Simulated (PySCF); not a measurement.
C5H7NOSi.
SMILES: `[SiH3]Oc1ccccn1`

Method: TDDFT PBE0/def2-SVPD, vertical, gas phase, core orbitals frozen in the response in PySCF 2.14.0, density-fitted response routines. Isolated species at its GFN2-xTB geometry (one conformer only). Torsions of this conformer, `[SiH3:1][O:2][c:3]1[cH:4][cH:5][cH:6][cH:7][n:8]1`: Si1–O2–C3–C4 180°.

| state | E (eV) | λ (nm) | f | \|μ\| (D) | symmetry | main configurations (H = HOMO, L = LUMO) |
| --- | --- | --- | --- | --- | --- | --- |
| S1 | 5.22 | 237.5 | 0.064 | 1.80 | A′ | H→L (88%), H-2→L+1 (9%) |
| S2 | 5.37 | 231.0 | 0.0028 | 0.37 | A″ | H-1→L (99%) |
| S3 | 5.94 | 208.6 | 0.0002 | 0.09 | – | H-1→L+1 (99%) |
| S4 | 6.12 | 202.5 | 0.153 | 2.57 | A′ | H→L+1 (84%), H-2→L (13%) |
| S5 | 6.45 | 192.2 | 0.0001 | 0.05 | – | H→L+2 (97%) |
| S6 | 6.85 | 181.0 | 0.0004 | 0.13 | – | H→L+3 (88%), H→L+4 (10%) |
| S7 | 7.22 | 171.8 | 0.071 | 1.61 | A′ | H-1→L+2 (44%), H-2→L+1 (34%), H-3→L (16%) |
| S8 | 7.28 | 170.3 | 0.671 | 4.93 | A′ | H-2→L (72%), H→L+1 (11%) |

Triplets (Tamm–Dancoff): T1 4.05 eV, H→L (76%), H→L+1 (15%); T2 4.30 eV, H→L+1 (66%), H→L (21%), H-2→L (9%); T3 4.79 eV, H-1→L (95%).

The lowest singlet lies at 5.22 eV (238 nm, ultraviolet) and is of moderate strength; its leading configuration is HOMO→LUMO (88%). The most intense listed level is S8 at 7.28 eV (170 nm, f = 0.671), 2.06 eV above S1. It is the last of those listed, so stronger ones may follow. Löwdin shares by element: HOMO carbon 50% or more, oxygen 18% (atoms not listed hold the other 32%); LUMO carbon 57% or more, nitrogen 19% (atoms not listed hold the other 24%). Weighted by f, the mean energy of these states is 6.95 eV. The oscillator strengths of these states sum to 0.963; summed over the whole spectrum of an exact calculation they would give the number of electrons, 66 (Thomas–Reiche–Kuhn). Of the 8 states listed, 4 reach f = 0.01 and 3 stay under 0.0005. Symmetry labels in Cs follow from the direction of the transition dipole and are given only for states with f of 0.002 or more. Singlets were solved by full linear response, triplets in the Tamm–Dancoff approximation.

Hardware: Arm Neoverse V1, one thread, on a shared host. Cost: 48 s of wall time.
